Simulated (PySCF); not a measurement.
Ionisation energy of As⁺ by level of theory

As⁺ [Ar] 3d10 4s2 4p2 (3P) → As²⁺ [Ar] 3d10 4s2 4p1 (2P), as a difference of total energies. Calculation: PySCF 2.14, in x2c-TZVPPall; scalar relativity by spin-free X2C-1e. Correlated levels: valence: [Ar] 3d10 frozen. The calculations carry no spin-orbit coupling.

```
           method  ionisation energy (eV)
              UHF                  17.939
    MP2 (valence)                  18.313
SCS-MP2 (valence)                  18.240
   CCSD (valence)                  18.348
CCSD(T) (valence)                  18.372
  CCSDT (valence)                  18.377
```

Problem. How much does correlation contribute at CCSD(T) (valence)?

Solution. 18.372 − (17.939) = 0.433 eV, measured against UHF.

A first-order spin-orbit estimate (lowest level to lowest level, LS coupling) adds -0.034 eV.

Errors of the correlated levels include the incompleteness of this basis and the frozen core.

For comparison: 18.589 eV (measured; NIST Atomic Spectra Database, ionization energies).
